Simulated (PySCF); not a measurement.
# Spinor energies of Bi⁷³⁺ (bismuth, charge +73)

Start: [Ne]. Calculated with PySCF 2.14 in an uncontracted even-tempered set (16 s from 15 bohr⁻², ratio 2.6; 14 p from 20 bohr⁻², ratio 2.6; 6 d from 20 bohr⁻², ratio 2.8; 3 f from 420 bohr⁻², ratio 2.8): generalised Hartree-Fock with the X2C-1e Hamiltonian and a Gaussian nucleus; spin-orbit coupling (SO) screened by Boettger's factors.

```csv
spinor shell,electrons,"ε, screened SO (eV)",weight of nominal j (screened SO),"rms radius, screened SO (bohr)"
1s1/2,2,-98093.2,1.000,0.0178
2s1/2,2,-23127.0,1.000,0.0706
2p1/2,2,-22554.4,1.000,0.0595
2p3/2,4,-20153.7,1.000,0.0675
```

```
   quantity   screened SO
E (hartree)  -14319.80357
        M_J             0
       ⟨J²⟩         0.000
       ⟨L²⟩         0.058
       ⟨S²⟩         0.058
```

Breit and QED terms are absent; they matter most for the inner s and p1/2 levels.

Densities and radii are taken from the X2C orbitals without a picture-change correction, which distorts them close to the nucleus.
